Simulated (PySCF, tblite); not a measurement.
A set of runs on `O=C1O[CH]C[SiH2]1` [radical]; the geometry of each is named by its level. Settings lines and outputs come from a driver script.

C3H5O2Si (doublet state).
Atom-mapped SMILES: `[O:1]=[C:2]1[O:3][CH:4][CH2:5][SiH2:6]1` (hydrogens: H7 on C4; H8, H9 on C5; H10, H11 on Si6)

Step 1: GFN2-xTB geometry optimisation, gas phase (tblite 0.8.0) (from a force-field or distance-geometry start)
```json
{"job": {"kind": "relax", "xc": "GFN2-xTB", "basis": "xTB"}, "charge": 0, "multiplicity": 2}
```
```
step      E/eV     max force
  0    -510.00402    2.739
  1    -510.13949    2.412
  2    -510.21461    0.990
...
 17    -510.32955    0.026
 18    -510.32959    0.021
 19    -510.32962    0.025
 20    -510.32965    0.018
 21    -510.32966    0.008
```

Energy lowered by 7.5 kcal/mol over 21 steps; largest atomic force 0.008 eV/Å at the end. «max force» is the largest atomic force in eV/Å.

Step 2: GFN2-xTB harmonic vibrations, gas phase (tblite 0.8.0) (on the GFN2-xTB geometry)
```json
{"job": {"kind": "ir", "xc": "GFN2-xTB", "basis": "xTB"}, "charge": 0, "multiplicity": 2}
```
```
(table of modes left out)
```

27 modes from 48 to 3129 cm⁻¹ (unscaled, harmonic); zero-point energy 43.4 kcal/mol; all wavenumbers are real at this level.

Step 3: UKS B3LYP, pcH-1 on C H O Si, non-relativistic, mean-field spin-orbit, GIAO (PySCF 2.14.0) (on the GFN2-xTB geometry)
```json
{"job": {"kind": "epr", "basis": "pcH-1"}, "charge": 0, "multiplicity": 2}
```
```
...
E = -557.23092072 Eh   <S^2> = 0.7546 (exact 0.7500)
g shifts (ppm)      1          2          3
  rmc          -187       -187       -187
  gc             -9         41         31
  oz_so           5        565       2053
  total        -191        418       1897
hyperfine (MHz)  atom isotope    a_iso     a_fc   dipolar eigenvalues
    0   17O      -6.27      -6.25    -27.89     13.79     14.10
    1   13C      -0.19      -0.17     -4.02      0.26      3.76
    2   17O      -8.03      -8.10    -33.44     15.56     17.87
    3   13C      89.78      89.85    -81.06    -79.02    160.09
    4   13C     -30.64     -30.65     -2.07      0.42      1.65
    5  29Si       1.67       1.67     -1.26      0.46      0.80
    6    1H     -66.90     -66.93    -37.59     -0.17     37.76
    7    1H      95.89      95.89     -5.00     -3.91      8.90
    8    1H      95.40      95.40     -4.99     -3.90      8.89
    9    1H       2.31       2.31     -1.43     -1.06      2.49
   10    1H       2.36       2.36     -1.43     -1.06      2.49
```

⟨S²⟩ 0.755; g_iso 2.0030. rmc, gc and oz_so are the mass-correction, gauge-correction and orbital-Zeeman/spin–orbit parts of the g shift along its three principal axes; a_iso is the isotropic hyperfine coupling and a_fc its Fermi-contact part. The log counts atoms from 0, this text from 1.

Q: Which step took the most CPU time, and about what did each take on one thread of an AMD EPYC 9B14 (shared host)?

A: Step 3, about 99 % of the total. CPU time by step: 1: under 0.1 s, 2: 0.23 s, 3: 28 s.

Geometry of the electronic-property runs (GFN2-xTB):
```
atom  x, y, z in Å
O1     2.720   -0.437   -0.184
C2     1.521   -0.326   -0.060
O3     0.808   -1.308    0.571
C4    -0.507   -1.134    0.679
C5    -1.133    0.089    0.124
Si6    0.333    1.070   -0.623
H7    -1.030   -1.927    1.179
H8    -1.665    0.628    0.913
H9    -1.899   -0.183   -0.608
H10    0.592    2.334    0.059
H11    0.267    1.197   -2.076
```

 (This holds for the electronic-property runs.)
